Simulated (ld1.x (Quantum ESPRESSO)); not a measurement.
# Pseudopotential generation for tungsten (W): PAW, PBE, scalar-relativistic.

```json
{
  "Element": "W",
  "Generator": "ld1.x (Quantum ESPRESSO) 7.5",
  "Type": "PAW",
  "Functional": "PBE",
  "Relativity": "scalar-relativistic",
  "Frozen core": "[Kr] 4d10 4f14 5s2",
  "Valence charge": "12",
  "Reference configuration": "5p6 5d4 6s2 6p0",
  "Partial waves": "6s (bound): rcut 2.30, rcutus 2.80 bohr; 6s channel at 1.35 Ry: rcut 2.30, rcutus 2.80 bohr; 5p (bound): rcut 0.35, rcutus 0.45 bohr; 6p (bound, empty): rcut 0.35, rcutus 0.45 bohr; 5d (bound): rcut 1.50, rcutus 1.75 bohr; 5d channel at 1.85 Ry: rcut 1.50, rcutus 1.75 bohr",
  "Local potential": "all-electron potential smoothed inside 1.25 bohr (lloc = -2)",
  "Core correction": "a·sin(br)/r model core, default radius (core density twice the valence density)",
  "Augmentation charge": "BESSEL, radius 0.40 bohr"
}
```

All-electron outer shells of the reference configuration (PBE, scalar-relativistic, ld1.x):

```
shell  level (eV)  outermost node (bohr)  outermost maximum (bohr)
   5s      -79.07                   0.53                      0.96
   5p      -43.20                   0.57                      1.09
   4f      -33.21                      –                      0.43
   6s       -5.71                   1.28                      2.67
   5d       -4.48                   0.63                      1.49
   6p       -1.36                   1.54                      3.75
```

Problem. Does this generation succeed?

Solution. No. ld1.x (Quantum ESPRESSO) 7.5 stopped with "new_paw_hamiltonian: negative rho": the spherical valence density built from the smooth waves and the augmentation charge turned negative at some radius. The 5p radius of 0.45 bohr lies inside the outermost node of the all-electron wave at 0.57 bohr.
